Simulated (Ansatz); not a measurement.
Basis-set extrapolation for C$_{2}$H$_{6}$BFN$_{2}$, SMILES `NC1NCB1F` (PBE0-D4/def2-TZVP geometry, frozen core, Ansatz). Multiplicity 1, RHF reference.

```tsv
	def2-TZVPP	def2-QZVPP
HF	-312.391266	-312.405641
MP2 correlation	-1.093369	-1.174969
CCSD(T) correlation	-1.169640	not run
```

Energies in hartree. Use E(X) = E(∞) + A·exp(−7.88·√X) for Hartree–Fock and E(X) = E(∞) + B·X^(−2.97) for correlation, with X = 3 and 4, and add CCSD(T) minus MP2 of the smaller set to the MP2 limit.

What is the CCSD(T) energy at the basis-set limit?

HF limit: -312.405641 + (-0.014375) × 0.13774 = -312.40762. MP2 limit: -1.174969 + (-0.081600) × 0.74074 = -1.23541. Higher-order term: -1.169640 − (-1.093369) = -0.07627. Total: -313.71930 hartree, 99.4 kcal/mol below CCSD(T)/def2-TZVPP.
